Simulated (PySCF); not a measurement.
## What binds NaBr: the parts of the energy along the bond

State: ¹Σ⁺, singlet, closed shell. RHF-based CCSD(T) in PySCF 2.14 with Na cc-pCVDZ, Br aug-cc-pVDZ-PP with ECP10 and Na cc-pCVTZ, Br aug-cc-pVTZ-PP with ECP10 (frozen core orbitals: 10; scalar-relativistic core potentials). Correlation energies are extrapolated as n⁻³ (n = 2, 3), Hartree–Fock as (n+1)·exp(−9√n). CV is the change on freezing 5 orbitals instead, in Na cc-pCVTZ, Br cc-pwCVTZ-PP with ECP10. All energies in eV from Na + Br.

```
 R (Å)  HF/CBS  CCSD corr.      (T)       CV   total
2.2256  -2.346      -0.955  -0.0902  -0.0427  -3.434
2.3268  -2.591      -0.936  -0.0902  -0.0358  -3.653
2.4280  -2.715      -0.922  -0.0905  -0.0305  -3.758
2.5291  -2.755      -0.911  -0.0911  -0.0263  -3.783
2.6303  -2.734      -0.903  -0.0918  -0.0231  -3.752
2.7568  -2.653      -0.895  -0.0928  -0.0201  -3.661
2.8832  -2.532      -0.888  -0.0937  -0.0179  -3.532
```

A fit to the total gives Re = 2.5179 Å, De = 3.783 eV, ωe = 293.3 cm⁻¹, Be = 0.1494 cm⁻¹ (masses 22.9898 and 78.9183 u).

Question: At R = 2.5291 Å the CCSD correlation energy is -0.332244 hartree in the smaller basis and -0.457726 in the larger. Extrapolate it.

Answer: (3³·E3 − 2³·E2)/(3³ − 2³) = -0.51056 hartree; the larger basis holds 89.7 % of it.

The T1 diagnostic is 0.007. The open-shell atoms are computed with UHF. Spin–orbit coupling, excitations beyond (T) and corrections to the Born–Oppenheimer picture are left out.
